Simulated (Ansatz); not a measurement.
`[CH3][Nb](=[O])([OH])[OH]` and `[NH2][Nb](=[O])([OH])[OH]` differ in one atom or group.

Ansatz, PBE0-D4/def2-TZVP geometries, multiplicity 1. Each molecule was computed in one conformer, which needn't be the lowest.

Elements past krypton have def2 core potentials.

| property | `[CH3][Nb](=[O])([OH])[OH]` |
| --- | --- |
| HOMO energy (B3LYP/def2-TZVPP) / eV | -7.89 |
| LUMO energy (PBE/def2-TZVPP) / eV | -2.06 |
| HOMO energy (PBE0/def2-TZVPP) / eV | -8.12 |
| HOMO–LUMO gap (PBE0/def2-TZVPP) / eV | 6.94 |
| HOMO energy (ωB97M-V/def2-TZVPP) / eV | -10.44 |
| size of the dipole moment (B3LYP/def2-TZVPP) / D | 1.10 |

Task: Give the same properties after the change, and the shifts. (An estimate is asked.)

Result: Computed: 
```json
{"property": "HOMO energy (B3LYP/def2-TZVPP) / eV", "`[NH2][Nb](=[O])([OH])[OH]`": "-7.82", "shift": "0.07"}
{"property": "LUMO energy (PBE/def2-TZVPP) / eV", "`[NH2][Nb](=[O])([OH])[OH]`": "-1.59", "shift": "0.47"}
{"property": "HOMO energy (PBE0/def2-TZVPP) / eV", "`[NH2][Nb](=[O])([OH])[OH]`": "-8.06", "shift": "0.06"}
{"property": "HOMO–LUMO gap (PBE0/def2-TZVPP) / eV", "`[NH2][Nb](=[O])([OH])[OH]`": "7.31", "shift": "0.37"}
{"property": "HOMO energy (ωB97M-V/def2-TZVPP) / eV", "`[NH2][Nb](=[O])([OH])[OH]`": "-10.40", "shift": "0.04"}
{"property": "size of the dipole moment (B3LYP/def2-TZVPP) / D", "`[NH2][Nb](=[O])([OH])[OH]`": "5.48", "shift": "4.38"}
```

With PBE0 the HOMO rises by 0.06 eV and the LUMO rises by 0.43 eV, so the gap widens by about 0.37 eV. PBE moves the HOMO by 0.11 eV and ωB97M-V by 0.04 eV. Dipoles are sizes alone; their direction can turn.

B3LYP here is the variant with VWN-RPA as its local correlation; programs differ in this.
